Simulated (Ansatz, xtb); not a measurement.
## Relative energy of two conformers of Al2FHO2

Structure I is `[OH][Al]([F])[O][Al]`, a singlet and structure II is `[OH][Al]([F])[O][Al]`, a singlet. Both are isolated molecules in the gas phase, relaxed with B3LYP/6-31G*.

I (Å):

```xyz
6

Al   -0.6205   -0.3482    0.5931
Al   -0.0571    2.9308   -0.1482
F    -2.0895   -0.9494    1.0667
O     0.7029   -1.4137    0.4613
O    -0.4350    1.2986    0.2452
H     0.5792   -2.3496    0.6634
```

II (Å):

```yaml
atoms:
  - { symbol: Al, position_ang: [1.7275, -2.0363, 1.4444] }
  - { symbol: Al, position_ang: [-0.2925, 0.4639, 0.3335] }
  - { symbol: F, position_ang: [-1.1671, 1.1921, 1.5295] }
  - { symbol: O, position_ang: [-0.5349, 1.0676, -1.2413] }
  - { symbol: O, position_ang: [0.7709, -0.8075, 0.7088] }
  - { symbol: H, position_ang: [-0.0492, 0.6790, -1.9792] }
```

Question: Which of the two would you expect CCSD(T)/def2-SVP + ΔMP2/def2-TZVPP electronic energies to favour?

Answer: Too close to call at this level: CCSD(T)/def2-SVP + ΔMP2/def2-TZVPP gives E(II) − E(I) = +1.88 kJ/mol.

Level by level:

| level | geometry | E(II) − E(I) (kJ/mol) | departure from the last row (kJ/mol) | job, with rough time for the two |
| --- | --- | --- | --- | --- |
| B3LYP/6-31G* | B3LYP/6-31G* | +2.22 | +0.34 | optimisation, 32 s |
| HF/def2-SVP | B3LYP/6-31G* | +3.87 | +1.99 | part of the CCSD(T) run |
| MP2/def2-SVP | B3LYP/6-31G* | +3.43 | +1.55 | part of the CCSD(T) run |
| CCSD(T)/def2-SVP | B3LYP/6-31G* | +3.16 | +1.29 | single point |
| CCSD(T)/def2-SVP + ΔMP2/def2-TZVPP | B3LYP/6-31G* | +1.88 |  | single point, 13 s |

The largest departure from CCSD(T)/def2-SVP + ΔMP2/def2-TZVPP is that of HF/def2-SVP, 1.99 kJ/mol. Levels run at GFN2-xTB geometries aren't shown. The last row adds to CCSD(T) the change of the MP2 difference between the two basis sets, here −1.29 kJ/mol.

With harmonic frequencies from B3LYP/6-31G* (ideal gas, rigid rotor, one conformer each, 298.15 K, 1 atm): on the last row, ΔE + ΔZPE = +1.78 kJ/mol. A mode under 50 cm⁻¹ makes harmonic enthalpies and free energies unreliable, so none is given.

The correlated steps freeze 13 core orbitals. Run with Ansatz 0.2.0; the last row on 1 thread of Intel(R) Xeon(R) 6975P-C (Granite Rapids) on a shared host.
